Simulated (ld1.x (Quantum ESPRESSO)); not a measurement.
Logarithmic derivatives: Pd, TM

| Item | Value |
| --- | --- |
| Element | palladium |
| Generator | ld1.x (Quantum ESPRESSO) 7.5 |
| Type | norm-conserving Troullier–Martins (Kleinman–Bylander form) |
| Functional | PW91 |
| Relativity | fully relativistic |
| Frozen core | [Ar] 3d10 |
| Valence charge | 18 |
| Reference configuration | 4s2 4p6 4d8 5s0 5p0 (charge +2) |
| Partial waves | 4s (bound): rc 1.25 bohr; 4p (bound): rc 1.20 bohr; 4d (bound): rc 1.30 bohr |
| Local potential | the d channel |
| Core correction | none |

Open shells are filled in proportion to 2j + 1 (rel_dist='average').

The phase is arctan(r·u′/u) with u = r·R(r), unwrapped; energies in Ry, scanned from -10 to 5 Ry. A pole is an energy at which the radial function vanishes at the test radius. The pseudo phase is shifted by a multiple of π to meet the all-electron one at the reference energy, and phase errors are pseudo minus all-electron; the curves can meet again beyond the range given. Levels narrower than the energy grid can be missing from the lists of poles.

```tsv
channel	radius (bohr)	reference energy (Ry)	poles, all-electron	poles, pseudo	unbroken range about the reference energy with phases within 0.05 rad	phase error 1 Ry above the reference energy (rad)
s	1.41	-8.12	-6.14	-6.15	below 1.0	-0.000
p1/2	1.41	-5.83	-3.31	-3.32	the whole range	-0.000
p3/2	1.41	-5.49	-2.72	-2.73	the whole range	-0.000
d3/2	1.41	-2.04	2.09	2.15	the whole range	+0.014
d5/2	1.41	-2.00	2.22	2.15	the whole range	-0.010
```

A Bessel basis up to 400 Ry misses an occupied level by 0.03 Ry, so cutoffs and ghosts were not judged. The potential misses its own reference levels by up to 0.3 eV.

Phases in the s channel:

```
E (Ry)  all-electron  pseudo
-10.00         0.675   0.672
 -9.52         0.235   0.231
 -9.04        -0.445  -0.448
 -8.56        -0.964  -0.964
 -8.08        -1.231  -1.231
 -7.60        -1.376  -1.376
 -7.12        -1.465  -1.465
 -6.64        -1.525  -1.526
 -6.16        -1.569  -1.570
 -5.68        -1.603  -1.605
 -5.20        -1.632  -1.634
 -4.72        -1.656  -1.658
 -4.24        -1.677  -1.680
 -3.76        -1.696  -1.700
 -3.28        -1.715  -1.720
 -2.80        -1.732  -1.739
 -2.32        -1.750  -1.758
 -1.84        -1.767  -1.778
 -1.36        -1.785  -1.798
 -0.88        -1.804  -1.821
 -0.40        -1.824  -1.846
  0.08        -1.846  -1.875
  0.56        -1.870  -1.908
  1.04        -1.897  -1.948
  1.52        -1.928  -1.998
  2.00        -1.964  -2.062
  2.48        -2.006  -2.149
  2.96        -2.058  -2.272
  3.44        -2.122  -2.456
  3.92        -2.202  -2.739
  4.40        -2.306  -3.142
  4.88        -2.443  -3.584
```
